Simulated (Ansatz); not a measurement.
C4H10OSe, singlet, at a GFN2-xTB geometry; R2SCAN/6-31G run with Ansatz (a program for electronic structure).

Input for Ansatz:
Ansatz 0.2 input:
```yaml
crystal:
  periodic: [false, false, false]
  atoms:
    - {symbol: Se, position_ang: [0.33324470, 0.23996313, 0.72153366]}
    - {symbol: C, position_ang: [-0.77782399, -1.03065374, -0.35565998]}
    - {symbol: C, position_ang: [-1.44522467, -2.00792479, 0.59558614]}
    - {symbol: C, position_ang: [0.09334534, -1.71795451, -1.38819094]}
    - {symbol: H, position_ang: [-1.53209543, -0.40872168, -0.84948350]}
    - {symbol: H, position_ang: [-2.07956121, -2.69367170, 0.03595827]}
    - {symbol: H, position_ang: [-0.69592494, -2.58986857, 1.13030691]}
    - {symbol: H, position_ang: [-2.05957187, -1.48365793, 1.32546745]}
    - {symbol: H, position_ang: [0.63250448, -0.98073277, -1.97971641]}
    - {symbol: H, position_ang: [-0.51807880, -2.32094633, -2.05842946]}
    - {symbol: H, position_ang: [0.81909104, -2.36569453, -0.90050676]}
    - {symbol: O, position_ang: [0.87619594, 1.32915107, -0.63826414]}
    - {symbol: C, position_ang: [0.05249687, 2.41191399, -0.98895682]}
    - {symbol: H, position_ang: [-0.07653719, 3.11462330, -0.16122532]}
    - {symbol: H, position_ang: [0.56605861, 2.91832438, -1.80793268]}
    - {symbol: H, position_ang: [-0.93253320, 2.08610529, -1.33713997]}
basis:
  gaussian:
    orbitals: 6-31G
hamiltonian:
  xc: r2scan
```

It wrote (shortened):

```
Functional definition: r2SCAN
1155 factors; integrals over basis functions are off by at most 2.5e-4 eV
mean field evaluation 1: about -71680.6912 eV, gradient 6.6e1 eV
mean field evaluation 2: about -71664.3123 eV, gradient 1.0e2 eV
mean field evaluation 4: about -71690.9928 eV, gradient 4.9e0 eV
mean field evaluation 8: about -71691.0255 eV, gradient 5.5e-1 eV
mean field evaluation 16: about -71691.0263 eV, gradient 6.7e-5 eV
mean field -71691.02631699 eV, -2634.5966232264 hartree, gradient 6.7e-5 eV, S^2 0.000000; 0 other end points of the search recorded, 0 dependent functions left out
reference -71691.02632601 eV, -2634.5966235579 hartree; 38, 38 occupied and 56, 56 virtual orbitals, 1155 factors
Total energy: -71691.02632601 eV, -2634.5966235579 hartree
```
